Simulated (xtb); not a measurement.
CH₂NO, doublet, from a rough starting geometry; GFN2-xTB (xtb).

xtb was given this input:
```
$ xtb mol.xyz --gfn 2 --uhf 1 --opt vtight --json

# file mol.xyz
5

N     -0.49314125    -0.00801416     0.04796066
C      0.76310311    -0.43835333     0.00494942
O      1.77821518     0.17441448    -0.02048304
H     -0.75625287     0.99946663    -0.04142401
H     -1.22490851    -0.66089453    -0.03328084
```

Problem. Write the output that xtb gives for this input, abridged.

Solution. 
```
   ID    Z sym.   atoms
    1    7 N      1
    2    6 C      2
    3    8 O      3
    4    1 H      4, 5

           -------------------------------------------------
          |                Calculation Setup                |
           -------------------------------------------------

           -------------------------------------------------
          |                 G F N 2 - x T B                 |
           -------------------------------------------------

          ...................................................
          :                      SETUP                      :
          :.................................................:
          :  # basis functions                  14          :
          :  # atomic orbitals                  14          :
          :  # shells                            8          :
          :  # electrons                        17          :
          :  max. iterations                   250          :
          :  Hamiltonian                  GFN2-xTB          :
          :  restarted?                      false          :
          :  GBSA solvation                  false          :
          :  PC potential                    false          :
          :  electronic temp.          300.0000000     K    :
          :  accuracy                    1.0000000          :
          :  -> integral cutoff          0.2500000E+02      :
          :  -> integral neglect         0.1000000E-07      :
          :  -> SCF convergence          0.1000000E-05 Eh   :
          :  -> wf. convergence          0.1000000E-03 e    :
          :  Broyden damping             0.4000000          :
          :  net charge                          0          :
          :  unpaired electrons                  1          :
          ...................................................

 iter      E             dE          RMSdq      gap      omega  full diag
   1    -10.1263057 -0.101263E+02  0.545E+00    3.09       0.0  T
   2    -10.1674657 -0.411600E-01  0.301E+00    2.82       1.0  T
   3    -10.1693221 -0.185640E-02  0.162E+00    2.84       1.0  T
   4    -10.1693560 -0.338472E-04  0.163E-01    2.83       1.0  T
   5    -10.1694075 -0.515310E-04  0.893E-02    2.83       1.0  T
   6    -10.1694209 -0.134339E-04  0.486E-02    2.83       1.0  T
   7    -10.1694261 -0.517490E-05  0.521E-03    2.83       8.6  T
   8    -10.1694261  0.800830E-08  0.308E-03    2.83      14.5  T
[...]
         :: total energy             -10.060289160618 Eh    ::
 * total energy  :   -10.0602892 Eh     change       -0.2895462E-12 Eh
 * total energy  :   -10.0616410 Eh     change       -0.1351846E-02 Eh
 * total energy  :   -10.0618315 Eh     change       -0.1904506E-03 Eh
 * total energy  :   -10.0618699 Eh     change       -0.3847897E-04 Eh
 * total energy  :   -10.0618957 Eh     change       -0.2573239E-04 Eh
 * total energy  :   -10.0618977 Eh     change       -0.2061005E-05 Eh
 * total energy  :   -10.0618981 Eh     change       -0.3816902E-06 Eh
 * total energy  :   -10.0618982 Eh     change       -0.6563791E-07 Eh
   *** GEOMETRY OPTIMIZATION CONVERGED AFTER 8 ITERATIONS ***
         :: total energy             -10.061898176963 Eh    ::
[...]
        14                          0.6888653              18.7450
      -------------------------------------------------------------
                  HL-Gap            0.0990033 Eh            2.6940 eV
             Fermi-level           -0.3114340 Eh           -8.4746 eV

     #   Z          covCN         q      C6AA      α(0)
     1   7 N        2.631    -0.224    25.894     7.557
     2   6 C        1.766     0.170    27.149     8.425
     3   8 O        0.856    -0.318    20.107     6.012
     4   1 H        0.860     0.182     1.203     1.718
     5   1 H        0.860     0.189     1.161     1.688

 Mol. C6AA /au·bohr⁶  :        285.786286
 Mol. C8AA /au·bohr⁸  :       6302.041248
 Mol. α(0) /au        :         25.400130

Wiberg/Mayer (AO) data.
largest (>0.10) Wiberg bond orders for each atom

 ---------------------------------------------------------------------------
     #   Z sym  total        # sym  WBO       # sym  WBO       # sym  WBO
 ---------------------------------------------------------------------------
     1   7 N    3.401 --     2 C    1.366     5 H    0.946     4 H    0.911
                             3 O    0.177
     2   6 C    3.391 --     3 O    1.989     1 N    1.366
     3   8 O    2.199 --     2 C    1.989     1 N    0.177
     4   1 H    0.964 --     1 N    0.911
     5   1 H    0.964 --     1 N    0.946
 ---------------------------------------------------------------------------

Topologies differ in total number of bonds
Writing topology from bond orders to xtbtopo.mol

molecular dipole:
                 x           y           z       tot (Debye)
 q only:       -1.339      -0.134      -0.002
   full:       -1.615      -0.001      -0.005       4.104
molecular quadrupole (traceless):
                xx          xy          yy          xz          yz          zz
 q only:       -2.636      -0.684       2.073       0.033      -0.021       0.563
  q+dip:       -3.199      -0.512       2.755       0.036      -0.035       0.444
   full:       -3.696      -0.625       2.634       0.034      -0.025       1.062

optimized geometry written to: xtbopt.xyz

           -------------------------------------------------
          | TOTAL ENERGY              -10.061898176963 Eh   |
          | GRADIENT NORM               0.000079286547 Eh/α |
          | HOMO-LUMO GAP               2.694017556480 eV   |
           -------------------------------------------------

normal termination of xtb
```
